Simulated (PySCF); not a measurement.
# PbN(OH), singlet: molecular constants

Computed with PBE0/[Pb def2-TZVP with ECP60, N def2-TZVP, O def2-TZVP, H def2-TZVP], scalar-relativistic core potentials, density fitting, no spin–orbit coupling, PySCF.

The structure is a minimum.

```xyz
4
charge 0 multiplicity 1, angstrom
Pb    0.0111    0.0000    0.0367
N    -0.0392    0.0000    1.9132
O    -0.1551    0.0000   -2.0010
H     0.7200    0.0000   -2.4054
```

| Item | Value |
| --- | --- |
| Point group | Cs |
| Bond lengths | O–H 0.964 Å, Pb–N 1.877 Å, Pb–O 2.045 Å |
| Bond angles | H–O–Pb 110.1°, N–Pb–O 173.8° |
| Atomisation energy without zero-point energy | 808 kJ/mol |
| Zero-point energy | 37.5 kJ/mol |
| Heat capacity Cp at 298.15 K | 59.4 J/(mol K) |
| Rotational symmetry number | 1 |
| Principal quadrupole moments (Buckingham, traceless) about the centre of mass | -12.18, 3.98, 8.21 D Å |
| Highest occupied level | -6.89 eV |
| Lowest empty level | -2.88 eV |
| Entropy at 298.15 K and 1 bar | 297.2 J/(mol K) |
| Principal polarisabilities | 36.6, 38.2, 77.4 bohr³ |
| Rotational constants | 18.48, 0.1388, 0.1378 cm⁻¹ |
| Dipole moment | 3.82 D |
| Enthalpy at 298.15 K above 0 K | 14.59 kJ/mol |

Harmonic modes (masses in u: Pb 207.977, N 14.003, O 15.995, H 1.008):
| symmetry | ω (cm⁻¹) | IR (km/mol) | μ (u) |
| --- | --- | --- | --- |
| a' | 99 | 9.1 | 10.45 |
| a'' | 112 | 2.1 | 2.93 |
| a' | 547 | 75.9 | 11.62 |
| a' | 790 | 25.1 | 13.78 |
| a' | 872 | 41.4 | 1.08 |
| a' | 3843 | 106 | 1.07 |

Charges (e):
```tsv
atom	Mulliken	Löwdin	polar tensor	Mayer order to Pb1
Pb1	0.86	0.62	0.77	–
N2	-0.56	-0.44	-0.37	2.41
O3	-0.62	-0.34	-0.65	0.86
H4	0.32	0.15	0.24	0.02
```
Other Mayer orders above 0.3: O–H 0.89.

Mulliken populations on Pb1 (electrons outside its core potential): s 3.49, p 7.48, d 10.08, f 0.09.

Outer orbital energies (eV). occupied: -24.49, -19.69, -14.81, -12.31, -9.89, -9.38, -6.97, -6.89; empty: -2.88, -1.69, -1.58, 0.73.

Other isomers or separated fragments may lie lower. With an element this heavy the missing spin–orbit coupling can shift these numbers.

The final relaxation and frequency run took roughly 2.3 core-minutes on a shared host.
